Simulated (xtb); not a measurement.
Cl₂Sr (SMILES [Cl][Sr][Cl]), singlet, at a GFN2-xTB geometry (such geometries of metal compounds can be far from the true shape); GFN2-xTB in xtb.

xtb was given this input:
```
$ xtb mol.xyz --gfn 2 --ohess --json

# file mol.xyz
3

Sr     0.29122395    -0.61094818     0.12088586
Cl     1.08031446     1.07365832    -1.54654975
Cl    -1.73128564     0.29199055     1.27633429
```

The log (banner, timings and long lists left out):

```
   ID    Z sym.   atoms
    1   38 Sr     1
    2   17 Cl     2, 3

           -------------------------------------------------
          |                Calculation Setup                |
           -------------------------------------------------

           -------------------------------------------------
          |                 G F N 2 - x T B                 |
           -------------------------------------------------

          ...................................................
          :                      SETUP                      :
          :.................................................:
          :  # basis functions                  30          :
          :  # atomic orbitals                  27          :
          :  # shells                            9          :
          :  # electrons                        16          :
          :  max. iterations                   250          :
          :  Hamiltonian                  GFN2-xTB          :
          :  restarted?                      false          :
          :  GBSA solvation                  false          :
          :  PC potential                    false          :
          :  electronic temp.          300.0000000     K    :
          :  accuracy                    1.0000000          :
          :  -> integral cutoff          0.2500000E+02      :
          :  -> integral neglect         0.1000000E-07      :
          :  -> SCF convergence          0.1000000E-05 Eh   :
          :  -> wf. convergence          0.1000000E-03 e    :
          :  Broyden damping             0.4000000          :
          :  net charge                          0          :
          :  unpaired electrons                  0          :
          ...................................................

 iter      E             dE          RMSdq      gap      omega  full diag
   1     -7.2750289 -0.727503E+01  0.569E+01    0.61       0.0  T
   2     -8.9942767 -0.171925E+01  0.228E+01   12.25       1.0  T
   3     -9.4042158 -0.409939E+00  0.245E+01    4.50       1.0  T
   4     -9.5670381 -0.162822E+00  0.211E+01    3.12       1.0  T
   5     -9.4922818  0.747563E-01  0.171E+01    3.75       1.0  T
   6     -9.5497205 -0.574387E-01  0.120E+01    1.26       1.0  T
   7     -9.5143000  0.354205E-01  0.105E+01    1.17       1.0  T
   8     -9.6382668 -0.123967E+00  0.371E+00    1.45       1.0  T
   9     -9.6850568 -0.467900E-01  0.301E+00    2.03       1.0  T
  10     -9.6816577  0.339913E-02  0.248E+00    2.13       1.0  T
  11     -9.6829903 -0.133259E-02  0.208E+00    2.10       1.0  T
  12     -9.6865366 -0.354635E-02  0.192E-01    1.95       1.0  T
  13     -9.6865428 -0.613578E-05  0.132E-01    1.95       1.0  T
  14     -9.6865180  0.248027E-04  0.237E-01    1.95       1.0  T
  15     -9.6865233 -0.532326E-05  0.963E-02    1.95       1.0  T
  16     -9.6865443 -0.210497E-04  0.306E-02    1.95       1.9  T
  17     -9.6865477 -0.335187E-05  0.255E-02    1.96       2.3  T
  18     -9.6865476  0.102773E-06  0.212E-02    1.96       2.7  T
  19     -9.6865478 -0.235137E-06  0.883E-03    1.96       6.5  T
  20     -9.6865479 -0.422719E-07  0.620E-03    1.96       9.3  T
  21     -9.6865479 -0.324704E-07  0.130E-03    1.96      44.5  T
  22     -9.6865479 -0.144757E-08  0.396E-04    1.96     146.0  T
  23     -9.6865479 -0.142611E-09  0.109E-04    1.96     528.2  T

   *** convergence criteria satisfied after 23 iterations ***

         :::::::::::::::::::::::::::::::::::::::::::::::::::::
         ::                     SUMMARY                     ::
         :::::::::::::::::::::::::::::::::::::::::::::::::::::
         :: total energy              -9.681167928302 Eh    ::
         :: gradient norm              0.000012888638 Eh/a0 ::
         :: HOMO-LUMO gap              1.957702597641 eV    ::
         ::.................................................::
         :: SCC energy                -9.686547872509 Eh    ::
[...]
 * total energy  :    -9.6811679 Eh     change       -0.7798207E-11 Eh
   *** GEOMETRY OPTIMIZATION CONVERGED AFTER 1 ITERATIONS ***
         :: total energy              -9.681167928310 Eh    ::
[...]
 reduced masses (amu)
   1: 57.04   2: 40.88   3: 70.85   4: 43.76   5: 71.38   6: 43.79   7: 47.38   8: 46.85
   9: 53.62
 IR intensities (km·mol⁻¹)
   1:  0.19   2:  1.91   3:  0.83   4:  2.74   5:  2.65   6:  3.76   7:  7.92   8:  7.96
   9: 18.04
 Raman intensities (Ä⁴*amu⁻¹)
   1:  0.00   2:  0.00   3:  0.00   4:  0.00   5:  0.00   6:  0.00   7:  0.00   8:  0.00
   9:  0.00
 output can be read by thermo (or use thermo option).
 writing <g98.out> molden fake output.
 recommended (thermochemical) frequency scaling factor: 1.0
           -------------------------------------------------
          |             Thermodynamic Functions             |
           -------------------------------------------------

c2v symmetry found (for desy threshold:  0.10E+00) used in thermo

          ...................................................
          :                      SETUP                      :
          :.................................................:
          :  # frequencies                           3      :
          :  # imaginary freq.                       0      :
          :  linear?                             false      :
          :  only rotor calc.                    false      :
          :  symmetry                              c2v      :
          :  rotational number                       2      :
          :  scaling factor                  1.0000000      :
          :  rotor cutoff                   50.0000000 cm⁻¹ :
          :  imag. cutoff                  -20.0000000 cm⁻¹ :
          :.................................................:

    mode    ω/cm⁻¹     T·S(HO)/kcal·mol⁻¹    T·S(FR)/kcal·mol⁻¹   T·S(vib)
   ------------------------------------------------------------------------
       1     47.41    -1.46771 ( 44.69%)    -1.07191 ( 55.31%)    -1.24881
       2    224.99    -0.57203 ( 99.76%)    -0.61091 (  0.24%)    -0.57212
       3    234.47    -0.54993 ( 99.79%)    -0.59868 (  0.21%)    -0.55003
   ------------------------------------------------------------------------

   temp. (K)  partition function   enthalpy   heat capacity  entropy
                                   cal/mol     cal/K/mol   cal/K/mol   J/K/mol
 298.15  VIB   10.9                 1174.464      5.021      7.952
         ROT  0.115E+06              888.752      2.981     26.143
         INT  0.126E+07             2063.216      8.002     34.095
         TR   0.193E+28             1481.254      4.968     41.073
         TOT                        3544.4698    12.9705    75.1679   314.5025

       T/K    H(0)-H(T)+PV         H(T)/Eh          T*S/Eh         G(T)/Eh
   ------------------------------------------------------------------------
    298.15    0.564847E-02    0.680319E-02    0.357147E-01   -0.289115E-01
   ------------------------------------------------------------------------

         :::::::::::::::::::::::::::::::::::::::::::::::::::::
         ::                  THERMODYNAMIC                  ::
         :::::::::::::::::::::::::::::::::::::::::::::::::::::
         :: total free energy          -9.710079436731 Eh   ::
         ::.................................................::
         :: total energy               -9.681167928310 Eh   ::
         :: zero point energy           0.001154713956 Eh   ::
         :: G(RRHO) w/o ZPVE           -0.030066222377 Eh   ::
         :: G(RRHO) contrib.           -0.028911508421 Eh   ::
         :::::::::::::::::::::::::::::::::::::::::::::::::::::

optimized geometry written to: xtbopt.xyz

           -------------------------------------------------
          | TOTAL ENERGY               -9.681167928310 Eh   |
          | TOTAL ENTHALPY             -9.674364742130 Eh   |
          | TOTAL FREE ENERGY          -9.710079436731 Eh   |
          | GRADIENT NORM               0.000012887942 Eh/α |
          | HOMO-LUMO GAP               1.957696366756 eV   |
           -------------------------------------------------

normal termination of xtb
```
